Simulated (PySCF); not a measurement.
Bonds (- single, = double, # triple, : aromatic): O1=C2 1.203 Å, C2-Si3 1.926 Å, Si3-O4 1.610 Å, C2-C5 1.541 Å, C5-F6 1.345 Å, C5-F7 1.345 Å, C5-F8 1.331 Å. Si3 carries H9, H10; O4 carries H11.

Calculated, not measured (PySCF 2.14): PBE0/pcSseg-1 with gauge-including orbitals, GFN2-xTB geometry. Rapidly exchanging positions averaged, single conformer, relativity neglected, no solvent.

Chemical shifts δ = σref − σ; 13C (186.93 ppm) and 1H (31.72 ppm) and 29Si (349.16 ppm) against TMS; 17O (336.08 ppm) against H2O; CFCl3 for 19F (170.95 ppm), all at this level.

```tsv
atoms	nucleus	count	Hirshfeld charge	δ (ppm)
C2	13C	1	0.06	233.8
F6/F7/F8	19F	3	-0.09	?
O4	17O	1	-0.30	?
O1	17O	1	-0.19	825.0
H11	1H	1	0.18	2.33
Si3	29Si	1	0.40	-47.1
H9/H10	1H	2	-0.07	5.33
C5	13C	1	0.24	124.8
```

Question: Fill in the missing shifts.

Answer: 
- O4: -11.7 ppm, oxygen bonded to Si, H
- F6/F7/F8: -93.9 ppm, fluorine of a CF3 group

Exchangeable OH/NH protons stand at their gas-phase positions; hydrogen bonding in a real sample shifts them, mostly to higher δ. Shifts are as computed. Against solution values, carbons near 30 ppm lie about +3 ppm off and those near 130 ppm about +5 ppm. Of 1211 compounds with measured shifts, 218 miss one by over three times the rms of a fit or turn the order of signals round; such compounds aren't used in these exercises. Unscaled 19F shifts against computed CFCl3 carry errors that often reach 10 to 50 ppm. Unscaled 17O shifts of doubly bonded oxygen tend to come out too high, by tens of ppm or more. Experimental scales use liquid or dissolved standards, which lie at an offset from isolated H2O (liquid H2O: subtract about 36 ppm).
